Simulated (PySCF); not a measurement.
## Molecular orbitals of HgO⁻

CAM-B3LYP at R = 2.157 Å; PySCF, scalar-relativistic core potentials, basis sets Hg def2-SVPD with ECP60, O def2-SVPD. State: ²Σ⁺ (doublet), unpaired electrons σ ↑. Only the outer orbitals are listed, counted within each symmetry, core potentials removing the inner ones.

| spin | orbital | occ. | ε (eV) | on Hg (%) | main shells (%) |
| --- | --- | --- | --- | --- | --- |
| α | 6σ | 1 | -5.03 | 54 | 47 O p, 41 Hg s, 12 Hg d |
| α | 3π | 1 | -2.52 | 5 | 95 O p |
| α | 3π | 1 | -2.52 | 5 | 95 O p |
| α | 7σ | 1 | -1.99 | 74 | 58 Hg s, 27 O p, 13 Hg p |
| α | 4π | 0 | 5.71 | 104 | 104 Hg p |
| α | 4π | 0 | 5.71 | 104 | 104 Hg p |
| β | 6σ | 1 | -3.42 | 91 | 91 Hg s, 10 O p |
| β | 3π | 1 | -1.86 | 5 | 95 O p |
| β | 3π | 1 | -1.86 | 5 | 95 O p |
| β | 7σ | 0 | 4.08 | 40 | 61 O p, 19 Hg p, 18 Hg s |
| β | 4π | 0 | 5.80 | 103 | 103 Hg p |
| β | 4π | 0 | 5.80 | 103 | 103 Hg p |

**Question.** Which are the highest filled and the lowest empty level, where do they sit, and how wide is the gap?

**Answer.** Highest filled β 3π at -1.86 eV (in %: 95 O p); lowest empty β 7σ at 4.08 eV (in %: 61 O p, 19 Hg p, 18 Hg s); the gap at CAM-B3LYP is 5.94 eV. An empty level above zero is unbound, and its energy depends on the basis.

The bond order (Mayer) is 0.41 and the ⟨S²⟩ is 0.768. The charge on Hg (Mulliken, basis-dependent) is -0.14, the charge on Hg (Löwdin, basis-dependent) is 0.12 and the dipole moment (positive dipole points towards O; it is taken about the centre of mass and depends on that origin) is -5.84 D. The polarisability along the bond is 77.6 bohr³ and the polarisability across the bond is 61.7 bohr³.

Shares are Mulliken populations and can fall outside 0 to 100 %.

Spin–orbit coupling is left out. The state was picked by a PBE0 search and need not be the measured ground state.
